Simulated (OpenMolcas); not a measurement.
A calculation on Cl2+.

| Quantity | Value |
| --- | --- |
| Program | OpenMolcas 26.06 |
| Method | SS-CASPT2, IPEA 0.25 Eh, imaginary shift 0.1 Eh (closed shells correlated: 2s 2p 3s) |
| Basis | ANO-RCC-VQZP [6s5p3d2f1g] |
| Scalar Hamiltonian | DKH2, point nucleus |
| Active space | 3 electrons in 3 orbitals (3p) |
| State averaging | 2S+1 = 4 odd, 1 root; 2S+1 = 2 odd, 8 roots |
| Spin-orbit coupling | state interaction with AMFI integrals over the reference wave functions, term energies averaged over their components |

(1) Which level of the active space comes out lowest?

(2) How high does 3s2 3p3 2D* 5/2 lie?

(3) How high does 3s2 3p3 2P* 1/2 lie?

(4) How high does 3s2 3p3 2D* 3/2 lie?

Measured values: Moore, Atomic Energy Levels, vol. I, NSRDS-NBS 35 (1971 reprint of NBS Circular 467, 1949).

## Answers

(1) 3s2 3p3 4S* 3/2, with 100 % of that term; it is also the measured ground level.

(2) 18440 cm-1 above the lowest level; measured 18120 cm-1 above the ground level, so the calculation is off by +2 %.

(3) 31210 cm-1 above the lowest level; measured 29812 cm-1 above the ground level, so the calculation is off by +5 %.

(4) 18380 cm-1 above the lowest level; measured 18053 cm-1 above the ground level, so the calculation is off by +2 %.

CASPT2 breaks the degeneracy within a term, and the mean is taken; among the terms shown or strongly mixed into the levels shown the widest spread is 140 cm-1 (3s2 3p3 2P*). With the s shell closed, the reference lacks s² → p² mixing. Measured partners are found by configuration, term and J. A level has none where our copy of the source lacks it or the pairing is in doubt (some pairs that miss far off the trend of their configuration count as doubtful), and it then counts in no deviation. Levels of configurations outside the active space are missing.

* marks odd parity.
